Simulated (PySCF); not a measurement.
CH5ClF2Si2.

```xyz
11

F     -1.2823    -2.1584     0.3852
C     -1.5478    -0.8019     0.5672
Si    -0.1365     0.1610    -0.2462
F     -0.4021     0.2158    -1.8526
Si     1.9357    -0.8291     0.1947
Cl    -0.2180     2.1111     0.4617
H     -1.6013    -0.5841     1.6486
H     -2.5274    -0.5556     0.1203
H      2.0143    -2.1583    -0.4713
H      3.0304     0.0551    -0.2945
H      2.0488    -0.9971     1.6718
```

Geometry optimised at B3LYP-D3(BJ)/def2-SVP. The structure was generated by enumeration; whether it is a known compound was not checked. Other conformers were not sampled.

All values below come from PBE0/pcSseg-1 (PySCF). Non-relativistic, no solvent.

Give the absolute GIAO shielding of each atom: isotropic value and principal components (ppm). (An estimate is asked for; the answer gives what the named calculation found.)


```tsv
atom	σ(iso)	σ11	σ22	σ33	span
F1	469.8	426.7	479.7	502.8	76.1
C2	101.7	63.1	79.5	162.5	99.4
Si3	310.5	261.2	316.6	353.7	92.4
F4	328.0	264.5	343.5	375.9	111.4
Si5	459.3	457.2	459.3	461.4	4.2
Cl6	876.9	701.9	940.3	988.5	286.7
H7	27.0	22.9	27.5	30.5	7.6
H8	26.4	22.6	26.9	29.7	7.1
H9	27.5	24.1	25.7	32.9	8.8
H10	27.7	24.5	25.8	33.0	8.6
H11	27.8	24.7	25.9	32.7	8.0
```
